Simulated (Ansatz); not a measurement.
Geometry optimisation of `[CH3][Al]([CH3])[InH2]`.

```yaml
crystal:
  periodic: [false, false, false]
  atoms:
    - {symbol: C, position_ang: [-0.567980, 2.007240, -0.542480]}
    - {symbol: Al, position_ang: [0.175620, 0.289840, 0.150860]}
    - {symbol: C, position_ang: [1.560300, -0.385590, 1.420410]}
    - {symbol: In, position_ang: [-1.129190, -1.842060, -1.003570]}
    - {symbol: H, position_ang: [-1.324230, 1.753370, -1.308630]}
    - {symbol: H, position_ang: [-1.078860, 2.616620, 0.214510]}
    - {symbol: H, position_ang: [0.163130, 2.667500, -1.025590]}
    - {symbol: H, position_ang: [1.483070, -1.489440, 1.426690]}
    - {symbol: H, position_ang: [1.441600, -0.053830, 2.459530]}
    - {symbol: H, position_ang: [2.592780, -0.143380, 1.136690]}
    - {symbol: H, position_ang: [-0.851490, -2.576610, -2.644160]}
    - {symbol: H, position_ang: [-2.464730, -2.843670, -0.284260]}
basis:
  gaussian: {orbitals: def2-TZVP}
hamiltonian: {xc: pbe0, dispersion: d4}
relax: {f_tol: 0.005, max_steps: 150}
```

```sh
$ ansatz run in.yaml --threads 4 --pin off --events-out ev --progress --plain --max-ram 10444MiB
```

Shortened log:

```
Functional definition: PBE0
mean field -13969.92648909 eV, -513.3853293179 hartree, gradient 1.4e-5 eV, S^2 0.000000; 0 other end points of the search recorded, 0 dependent functions left out
relax step   1: F+E_penalty+E_count = -13970.10653305 eV  Δ(F+E_penalty+E_count) = +0.000e0 eV  max|allowed force component| = 6.082e-1 eV/Å  Δτ_max = 0.0000 Å  (27 SCF iters, accepted)
mean field -13970.10026103 eV, -513.3917153189 hartree, gradient 7.2e-6 eV, S^2 0.000000; 0 other end points of the search recorded, 0 dependent functions left out
relax step   2: F+E_penalty+E_count = -13970.28418954 eV  Δ(F+E_penalty+E_count) = -1.777e-1 eV  max|allowed force component| = 4.613e-1 eV/Å  Δτ_max = 0.1948 Å  (28 SCF iters, accepted)
mean field -13970.19244934 eV, -513.3951031768 hartree, gradient 1.6e-5 eV, S^2 0.000000; 0 other end points of the search recorded, 0 dependent functions left out
relax step   3: F+E_penalty+E_count = -13970.37450716 eV  Δ(F+E_penalty+E_count) = -9.032e-2 eV  max|allowed force component| = 3.249e-1 eV/Å  Δτ_max = 0.1576 Å  (28 SCF iters, accepted)
mean field -13970.19876791 eV, -513.3953353798 hartree, gradient 2.6e-5 eV, S^2 0.000000; 0 other end points of the search recorded, 0 dependent functions left out
relax step   4: F+E_penalty+E_count = -13970.38088293 eV  Δ(F+E_penalty+E_count) = -6.376e-3 eV  max|allowed force component| = 8.723e-1 eV/Å  Δτ_max = 0.1513 Å  (28 SCF iters, accepted)
mean field -13970.22816042 eV, -513.3964155346 hartree, gradient 1.3e-5 eV, S^2 0.000000; 0 other end points of the search recorded, 0 dependent functions left out
relax step   5: F+E_penalty+E_count = -13970.41051700 eV  Δ(F+E_penalty+E_count) = -2.963e-2 eV  max|allowed force component| = 6.195e-2 eV/Å  Δτ_max = 0.0487 Å  (30 SCF iters, accepted)
mean field -13970.22854122 eV, -513.3964295289 hartree, gradient 1.3e-5 eV, S^2 0.000000; 0 other end points of the search recorded, 0 dependent functions left out
relax step   6: F+E_penalty+E_count = -13970.41098599 eV  Δ(F+E_penalty+E_count) = -4.690e-4 eV  max|allowed force component| = 1.921e-2 eV/Å  Δτ_max = 0.0156 Å  (31 SCF iters, accepted)
mean field -13970.22922476 eV, -513.3964546486 hartree, gradient 1.3e-5 eV, S^2 0.000000; 0 other end points of the search recorded, 0 dependent functions left out
relax step   7: F+E_penalty+E_count = -13970.41164567 eV  Δ(F+E_penalty+E_count) = -6.597e-4 eV  max|allowed force component| = 3.776e-3 eV/Å  Δτ_max = 0.0456 Å  (30 SCF iters, accepted)
mean field -13970.22972984 eV, -513.3964732099 hartree, gradient 1.5e-5 eV, S^2 0.000000; 0 other end points of the search recorded, 0 dependent functions left out
relax step   8: F+E_penalty+E_count = -13970.41208791 eV  Δ(F+E_penalty+E_count) = -4.422e-4 eV  max|allowed force component| = 3.024e-2 eV/Å  Δτ_max = 0.0969 Å  (29 SCF iters, accepted)
mean field -13970.22979417 eV, -513.3964755739 hartree, gradient 1.3e-5 eV, S^2 0.000000; 0 other end points of the search recorded, 0 dependent functions left out
relax step   9: F+E_penalty+E_count = -13970.41219452 eV  Δ(F+E_penalty+E_count) = -1.066e-4 eV  max|allowed force component| = 1.484e-2 eV/Å  Δτ_max = 0.0085 Å  (31 SCF iters, accepted)
mean field -13970.22984396 eV, -513.3964774038 hartree, gradient 1.3e-5 eV, S^2 0.000000; 0 other end points of the search recorded, 0 dependent functions left out
relax step  10: F+E_penalty+E_count = -13970.41226337 eV  Δ(F+E_penalty+E_count) = -6.885e-5 eV  max|allowed force component| = 1.420e-3 eV/Å  Δτ_max = 0.0081 Å  (31 SCF iters, accepted)
mean field -13970.22987739 eV, -513.3964786323 hartree, gradient 1.3e-5 eV, S^2 0.000000; 0 other end points of the search recorded, 0 dependent functions left out
relax step  11: F+E_penalty+E_count = -13970.41231513 eV  Δ(F+E_penalty+E_count) = -5.176e-5 eV  max|allowed force component| = 9.480e-3 eV/Å  Δτ_max = 0.0183 Å  (30 SCF iters, accepted)
mean field -13970.22990375 eV, -513.3964796007 hartree, gradient 1.3e-5 eV, S^2 0.000000; 0 other end points of the search recorded, 0 dependent functions left out
relax step  12: F+E_penalty+E_count = -13970.41234674 eV  Δ(F+E_penalty+E_count) = -3.161e-5 eV  max|allowed force component| = 2.209e-2 eV/Å  Δτ_max = 0.0238 Å  (29 SCF iters, accepted)
mean field -13970.22993625 eV, -513.3964807952 hartree, gradient 1.3e-5 eV, S^2 0.000000; 0 other end points of the search recorded, 0 dependent functions left out
relax step  13: F+E_penalty+E_count = -13970.41238472 eV  Δ(F+E_penalty+E_count) = -3.798e-5 eV  max|allowed force component| = 3.198e-2 eV/Å  Δτ_max = 0.0197 Å  (29 SCF iters, accepted)
mean field -13970.23003276 eV, -513.3964843419 hartree, gradient 1.3e-5 eV, S^2 0.000000; 0 other end points of the search recorded, 0 dependent functions left out
relax step  14: F+E_penalty+E_count = -13970.41247152 eV  Δ(F+E_penalty+E_count) = -8.680e-5 eV  max|allowed force component| = 2.954e-2 eV/Å  Δτ_max = 0.0102 Å  (30 SCF iters, accepted)
mean field -13970.23023754 eV, -513.3964918675 hartree, gradient 1.4e-5 eV, S^2 0.000000; 0 other end points of the search recorded, 0 dependent functions left out
relax step  15: F+E_penalty+E_count = -13970.41264694 eV  Δ(F+E_penalty+E_count) = -1.754e-4 eV  max|allowed force component| = 3.384e-2 eV/Å  Δτ_max = 0.0474 Å  (28 SCF iters, accepted)
mean field -13970.23015533 eV, -513.3964888462 hartree, gradient 1.3e-5 eV, S^2 0.000000; 0 other end points of the search recorded, 0 dependent functions left out
relax step  16: F+E_penalty+E_count = -13970.41257799 eV  Δ(F+E_penalty+E_count) = +6.895e-5 eV  max|allowed force component| = 3.280e-2 eV/Å  Δτ_max = 0.0133 Å  (30 SCF iters, rejected (line search))
mean field -13970.23038028 eV, -513.3964971131 hartree, gradient 1.3e-5 eV, S^2 0.000000; 0 other end points of the search recorded, 0 dependent functions left out
relax step  17: F+E_penalty+E_count = -13970.41278535 eV  Δ(F+E_penalty+E_count) = -1.384e-4 eV  max|allowed force component| = 2.100e-2 eV/Å  Δτ_max = 0.0064 Å  (31 SCF iters, accepted)
mean field -13970.23051616 eV, -513.3965021065 hartree, gradient 1.3e-5 eV, S^2 0.000000; 0 other end points of the search recorded, 0 dependent functions left out
relax step  18: F+E_penalty+E_count = -13970.41294824 eV  Δ(F+E_penalty+E_count) = -1.629e-4 eV  max|allowed force component| = 1.997e-2 eV/Å  Δτ_max = 0.0295 Å  (29 SCF iters, accepted)
mean field -13970.23059701 eV, -513.3965050777 hartree, gradient 1.3e-5 eV, S^2 0.000000; 0 other end points of the search recorded, 0 dependent functions left out
relax step  19: F+E_penalty+E_count = -13970.41302961 eV  Δ(F+E_penalty+E_count) = -8.138e-5 eV  max|allowed force component| = 4.715e-2 eV/Å  Δτ_max = 0.0545 Å  (28 SCF iters, accepted)
mean field -13970.23078056 eV, -513.3965118232 hartree, gradient 1.3e-5 eV, S^2 0.000000; 0 other end points of the search recorded, 0 dependent functions left out
relax step  20: F+E_penalty+E_count = -13970.41322025 eV  Δ(F+E_penalty+E_count) = -1.906e-4 eV  max|allowed force component| = 1.979e-2 eV/Å  Δτ_max = 0.0052 Å  (31 SCF iters, accepted)
mean field -13970.23089025 eV, -513.3965158540 hartree, gradient 1.3e-5 eV, S^2 0.000000; 0 other end points of the search recorded, 0 dependent functions left out
relax step  21: F+E_penalty+E_count = -13970.41331023 eV  Δ(F+E_penalty+E_count) = -8.998e-5 eV  max|allowed force component| = 5.956e-3 eV/Å  Δτ_max = 0.0112 Å  (30 SCF iters, accepted)
mean field -13970.23100547 eV, -513.3965200884 hartree, gradient 1.3e-5 eV, S^2 0.000000; 0 other end points of the search recorded, 0 dependent functions left out
relax step  22: F+E_penalty+E_count = -13970.41344309 eV  Δ(F+E_penalty+E_count) = -1.329e-4 eV  max|allowed force component| = 1.167e-2 eV/Å  Δτ_max = 0.0396 Å  (28 SCF iters, accepted)
mean field -13970.22706274 eV, -513.3963751958 hartree, gradient 1.4e-5 eV, S^2 0.000000; 0 other end points of the search recorded, 0 dependent functions left out
relax step  23: F+E_penalty+E_count = -13970.40955974 eV  Δ(F+E_penalty+E_count) = +3.883e-3 eV  max|allowed force component| = 2.094e-1 eV/Å  Δτ_max = 0.1211 Å  (28 SCF iters, rejected (line search))
mean field -13970.22904608 eV, -513.3964480822 hartree, gradient 1.3e-5 eV, S^2 0.000000; 0 other end points of the search recorded, 0 dependent functions left out
relax step  24: F+E_penalty+E_count = -13970.41144219 eV  Δ(F+E_penalty+E_count) = +2.001e-3 eV  max|allowed force component| = 1.130e-1 eV/Å  Δτ_max = 0.0229 Å  (30 SCF iters, rejected (line search))
mean field -13970.23111252 eV, -513.3965240224 hartree, gradient 1.3e-5 eV, S^2 0.000000; 0 other end points of the search recorded, 0 dependent functions left out
relax step  25: F+E_penalty+E_count = -13970.41353875 eV  Δ(F+E_penalty+E_count) = -9.566e-5 eV  max|allowed force component| = 1.445e-3 eV/Å  Δτ_max = 0.0098 Å  (30 SCF iters, accepted)
mean field -13970.23118965 eV, -513.3965268569 hartree, gradient 1.3e-5 eV, S^2 0.000000; 0 other end points of the search recorded, 0 dependent functions left out
relax step  26: F+E_penalty+E_count = -13970.41360836 eV  Δ(F+E_penalty+E_count) = -6.962e-5 eV  max|allowed force component| = 3.933e-3 eV/Å  Δτ_max = 0.0179 Å  (29 SCF iters, accepted)
mean field -13970.23118965 eV, -513.3965268569 hartree, gradient 2.3e-5 eV, S^2 0.000000; 1 other end points of the search recorded, 0 dependent functions left out
Total energy: -13970.41365853 eV, -513.4032324643 hartree
Atom 0 at    -0.493397     1.884400    -0.385911 Å, force     0.002216    -0.000929    -0.000158 eV/Å
Atom 1 at     0.023798     0.036068     0.018430 Å, force    -0.003455    -0.000859     0.003914 eV/Å
Atom 2 at     1.503009    -0.250029     1.274452 Å, force    -0.000917     0.001260    -0.001178 eV/Å
Atom 3 at    -1.252770    -2.029092    -1.103720 Å, force     0.001467    -0.002244     0.000355 eV/Å
Atom 4 at    -1.041089     1.997892    -1.324180 Å, force    -0.000041     0.000053    -0.001513 eV/Å
Atom 5 at    -1.145386     2.259249     0.413181 Å, force    -0.001597    -0.000728     0.001058 eV/Å
Atom 6 at     0.377874     2.546530    -0.414342 Å, force     0.000870     0.001284     0.000394 eV/Å
Atom 7 at     1.528873    -1.249359     1.714524 Å, force    -0.001809    -0.001366    -0.000443 eV/Å
Atom 8 at     1.482364     0.482601     2.087727 Å, force    -0.000670     0.002043     0.000182 eV/Å
Atom 9 at     2.455029    -0.105430     0.748428 Å, force     0.003933    -0.000588    -0.001751 eV/Å
Atom 10 at    -0.770098    -2.782513    -2.599445 Å, force    -0.000370     0.000511    -0.000782 eV/Å
Atom 11 at    -2.668189    -2.790328    -0.429144 Å, force     0.000372     0.001563    -0.000078 eV/Å
Dipole moment:     0.171243     0.277774     0.150208 e Å
```

Hardware: 4 threads of an AMD EPYC 9R45 on a shared host. Wall time 38 s, peak host memory 0.57 GiB.
